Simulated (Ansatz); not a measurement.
`[F][Sn][F]` and `[F][Sn][Cl]` differ in one atom or group.

Ansatz, PBE0-D4/def2-TZVP geometries, multiplicity 1. 

Elements past krypton have def2 core potentials. Outer-core shells of Sn are correlated without core-valence functions. Spin–orbit coupling is left out.

```csv
property,`[F][Sn][F]`
vertical ionisation energy (CCSD(T)/def2-TZVPP) / eV,11.28
HOMO–LUMO gap (PBE/def2-TZVPP) / eV,4.02
zero-point energy (PBE0-D4/def2-TZVP) / kJ/mol,8.3
"ideal-gas entropy at 298 K and 1 bar (rigid rotor, harmonic PBE0-D4/def2-TZVP) / J/(mol·K)",282
LUMO energy (PBE/def2-TZVPP) / eV,-3.44
HOMO–LUMO gap (ωB97M-V/def2-TZVPP) / eV,9.93
```

Question: Give the same properties after the change, and the shifts. (Best estimate.)

Answer: The calculation gave: 
```json
{"property": "vertical ionisation energy (CCSD(T)/def2-TZVPP) / eV", "`[F][Sn][Cl]`": "10.59", "shift": "-0.69"}
{"property": "HOMO–LUMO gap (PBE/def2-TZVPP) / eV", "`[F][Sn][Cl]`": "3.54", "shift": "-0.48"}
{"property": "zero-point energy (PBE0-D4/def2-TZVP) / kJ/mol", "`[F][Sn][Cl]`": "6.6", "shift": "-1.7"}
{"property": "ideal-gas entropy at 298 K and 1 bar (rigid rotor, harmonic PBE0-D4/def2-TZVP) / J/(mol·K)", "`[F][Sn][Cl]`": "300", "shift": "18"}
{"property": "LUMO energy (PBE/def2-TZVPP) / eV", "`[F][Sn][Cl]`": "-3.61", "shift": "-0.17"}
{"property": "HOMO–LUMO gap (ωB97M-V/def2-TZVPP) / eV", "`[F][Sn][Cl]`": "9.22", "shift": "-0.71"}
```

With PBE0 the HOMO rises by 0.42 eV and the LUMO falls by 0.18 eV, so the gap narrows by about 0.60 eV. PBE moves the HOMO by 0.30 eV and ωB97M-V by 0.53 eV.
